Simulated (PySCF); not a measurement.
## Correlation energy of B⁺ (boron, charge +1)

[He] 2s2, closed-shell 1S. Calculation: PySCF 2.14, in aug-cc-pVDZ; no relativity, point nucleus. Frozen: 1s2; 2 electrons correlated.

Total MP2 correlation energy: -32.66 mhartree.

Same-spin part 0.00 and opposite-spin part -32.66 mhartree; SCS-MP2 scales them by 1/3 and 6/5 to -39.19 mhartree.

With two correlated electrons CCSD is exact within the correlated space (frozen core and kept virtual orbitals).

```json
{"level": "CCSD", "correlation energy (mhartree)": "-58.68"}
```

Diagnostics: T1 = 0.012, D1 = 0.0167, largest double amplitude 0.151.

A double-excitation amplitude exceeds 0.15, a sign of near-degeneracy.

Cost of the coupled-cluster step: 0.06 s of wall time on 1 thread of Neoverse-V2 (shared host), for 2 correlated electrons.

Iterations:

```
CC2 = 0
CCSD nocc = 1, nmo = 22
frozen orbitals [0]
max_cycle = 100
direct = 0
conv_tol = 1e-08
conv_tol_normt = 1e-06
diis_space = 8
diis_start_cycle = 0
Init t2, MP2 energy = -24.267674491688  E_corr(MP2) -0.0326607604064348
Init E_corr(CCSD) = -0.0326607604064355
cycle = 1  E_corr(CCSD) = -0.0459079365951154  dE = -0.0132471762  norm(t1,t2) = 0.0678198
cycle = 2  E_corr(CCSD) = -0.0521332686379593  dE = -0.00622533204  norm(t1,t2) = 0.0355193
cycle = 3  E_corr(CCSD) = -0.0588001847955312  dE = -0.00666691616  norm(t1,t2) = 0.0188372
cycle = 4  E_corr(CCSD) = -0.0586511994174397  dE = 0.000148985378  norm(t1,t2) = 0.000417334
cycle = 5  E_corr(CCSD) = -0.0586996719682486  dE = -4.84725508e-05  norm(t1,t2) = 0.000119208
cycle = 6  E_corr(CCSD) = -0.0586770486843479  dE = 2.26232839e-05  norm(t1,t2) = 6.2987e-05
cycle = 7  E_corr(CCSD) = -0.0586773018130004  dE = -2.53128652e-07  norm(t1,t2) = 2.58098e-06
cycle = 8  E_corr(CCSD) = -0.0586775142476229  dE = -2.12434623e-07  norm(t1,t2) = 5.21362e-07
cycle = 9  E_corr(CCSD) = -0.0586774986531309  dE = 1.55944921e-08  norm(t1,t2) = 1.04606e-07
cycle = 10  E_corr(CCSD) = -0.0586774778295068  dE = 2.08236241e-08  norm(t1,t2) = 5.92169e-08
cycle = 11  E_corr(CCSD) = -0.0586774783916183  dE = -5.62111475e-10  norm(t1,t2) = 6.4903e-09
CCSD converged
E(CCSD) = -24.29369120967322  E_corr = -0.05867747839161827
```
